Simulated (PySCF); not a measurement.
## `CCc1csc2cc[nH]c12`: 4 charge schemes on one density

Species: C8H9NS.
Cartesian coordinates in Å at the PBE0-D3(BJ)/def2-SVP level; atoms count from 1:
```
atom  x, y, z in Å
C1    -2.4994   -0.6213    0.2382
C2    -1.7210    0.5316    0.8675
C3    -0.4752    0.8801    0.1114
C4    -0.2809    2.0160   -0.6336
S5     1.2630    2.1017   -1.4300
C6     1.7156    0.5677   -0.7751
C7     2.7932   -0.3579   -0.7592
C8     2.3770   -1.4019    0.0435
N9     1.1092   -1.1509    0.5091
C10    0.6873    0.0554    0.0167
H11   -3.3916   -0.8735    0.8319
H12   -1.8814   -1.5298    0.1576
H13   -2.8254   -0.3615   -0.7800
H14   -1.4527    0.2707    1.9075
H15   -2.3638    1.4227    0.9365
H16   -0.9873    2.8367   -0.7599
H17    3.7538   -0.2852   -1.2632
H18    2.9009   -2.3154    0.3177
H19    0.5863   -1.7557    1.1247
```

Density: PBE0/pcSseg-1 (PySCF); schemes: Mulliken, IAO, Hirshfeld and ESP-fitted. Geometry: PBE0-D3(BJ)/def2-SVP, one conformer, isolated molecule.

Problem. Atoms with like bonding are taken together and averaged. Do the Mulliken, IAO, Hirshfeld and ESP-fitted schemes agree on where the charge is highest?

Solution. The schemes don't all agree: Mulliken S5 (+0.300); IAO S5 (+0.299); Hirshfeld H19 (+0.151); ESP-fitted H19 (+0.326).

Problem. Which atoms carry the lowest charge in the Mulliken, IAO, Hirshfeld and ESP-fitted schemes?

Solution. The schemes don't all agree: Mulliken N9 (-0.501); IAO C1 (-0.405); Hirshfeld C1 (-0.116); ESP-fitted C4 (-0.354).

Problem. For which atoms does the sign change between the 4 schemes (beyond +0.03 e in one, beyond −0.03 e in another)?

Solution. C2 and C8.

Problem. What partial charge does each atom carry?

Solution. In e; atoms taken as equivalent share a row and are averaged (×n: the atom named and its like, n in all):

```
       atom                          environment  Mulliken     IAO  Hirshfeld  ESP-fitted
         C1                        methyl carbon    -0.279  -0.405     -0.116      -0.242
         C2                 benzylic-type carbon    -0.122  -0.251     -0.065      +0.229
         C3          substituted aromatic carbon    -0.089  -0.040     -0.024      -0.247
         C4    aromatic CH next to a ring sulfur    -0.313  -0.328     -0.096      -0.354
         S5                thiophene-type sulfur    +0.300  +0.299     +0.066      +0.004
         C6          ring-fusion aromatic carbon    -0.336  -0.197     -0.069      +0.007
         C7                   aromatic CH carbon    -0.137  -0.229     -0.104      -0.259
         C8  aromatic CH next to a ring nitrogen    +0.115  -0.100     -0.029      -0.344
         N9                pyrrole-type nitrogen    -0.501  -0.239     -0.072      -0.195
        C10          ring-fusion aromatic carbon    +0.291  +0.031     +0.004      +0.192
H11/H12/H13                      methyl hydrogen    +0.116  +0.137     +0.038      +0.061
    H14/H15                   methylene hydrogen    +0.123  +0.138     +0.041      -0.004
        H16                    aromatic hydrogen    +0.108  +0.164     +0.050      +0.262
        H17                    aromatic hydrogen    +0.082  +0.161     +0.052      +0.215
        H18                    aromatic hydrogen    +0.099  +0.160     +0.057      +0.232
        H19                         N–H hydrogen    +0.188  +0.287     +0.151      +0.326
```

Mean size of the charges over all atoms: IAO 0.188 e, Mulliken 0.187 e, ESP-fitted 0.174 e, Hirshfeld 0.061 e. Each set sums to the total charge, 0, to within 0.001 e. The IAO scheme counts the electrons in orthogonalised intrinsic atomic orbitals, a minimal basis polarised so that it spans the occupied orbitals exactly. The Hirshfeld scheme divides the density at each point in proportion to the densities of the neutral, spherically averaged free atoms.

Some averages cover members that differ in this geometry: H11/H12/H13, ESP-fitted +0.047 to +0.087 e.

Problem. Sum the charges by element, for elements with more than one atom.

Solution. 
```
element  atoms  Mulliken     IAO  Hirshfeld  ESP-fitted
      C      8    -0.870  -1.518     -0.499      -1.019
      H      9    +1.071  +1.458     +0.505      +1.210
```

Problem. How many electrons does the IAO scheme count on C2?

Solution. Z − q = 6 − (-0.251) ≈ 6.250.

Problem. How closely do the schemes follow one another over all atoms?

Solution. Correlation coefficient and root-mean-square difference: IAO with Hirshfeld 0.96, 0.144 e; Mulliken with IAO 0.85, 0.119 e; Mulliken with Hirshfeld 0.80, 0.168 e; Hirshfeld with ESP-fitted 0.71, 0.169 e; IAO with ESP-fitted 0.65, 0.177 e; Mulliken with ESP-fitted 0.54, 0.206 e.
